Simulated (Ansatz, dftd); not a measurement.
Species: BNH2Cl2, charge 0, singlet. BNH2Cl2 (SMILES NB(Cl)Cl).
B3LYP-D3(BJ)/def2-TZVP minimum from Ansatz (an electronic-structure program):
```xyz
6

B     -0.2288     0.1854    -0.1886
Cl     1.3758    -0.1808    -0.8411
Cl    -0.6659    -0.3943     1.4262
N     -1.1353     0.9198    -0.9357
H     -2.0551     1.1464    -0.5970
H     -0.9212     1.2649    -1.8561
```

Property: atomisation energy (electronic, to ground-state atoms), in kcal/mol. UHF or UKS for unpaired electrons; spin-orbit terms are left out. CBS(X,Y): correlation extrapolated as X^-3, Hartree-Fock from the larger set (Q,5: extrapolated as (X+1)exp(-9√X)). A bracket is a step between two methods taken in the basis named. The functionals are non-relativistic, so their misses hold any scalar relativity. Double hybrids freeze cores in their MP2 part. '+ core + X2C': CCSD(T) terms for core correlation (cc-pwCVTZ, 1s frozen past Ne) and scalar relativity (cc-pVTZ-DK). For partners of very few electrons the exact lower level stands in for a higher one.

Compared with CCSD(T)/CBS(cc-pV(Q+d)Z,cc-pV(5+d)Z) + [CCSDT(Q) - CCSD(T)]/cc-pV(D+d)Z + core + X2C (Ansatz).

### Question
Rank these levels by how close they come to it, closest first: PBE-D3(BJ)/def2-TZVPD (Ansatz + dftd3); B2PLYP/def2-TZVPD (Ansatz); r2SCAN-D3(BJ)/def2-TZVPD (Ansatz + dftd3); B2PLYP-D3(BJ)/def2-TZVPD (Ansatz + dftd3).

### Answer
r2SCAN-D3(BJ)/def2-TZVPD (531.4 kcal/mol, difference 3.4), B2PLYP-D3(BJ)/def2-TZVPD (523.5 kcal/mol, difference -4.5), B2PLYP/def2-TZVPD (520.8 kcal/mol, difference -7.2), PBE-D3(BJ)/def2-TZVPD (544.0 kcal/mol, difference 16.0)
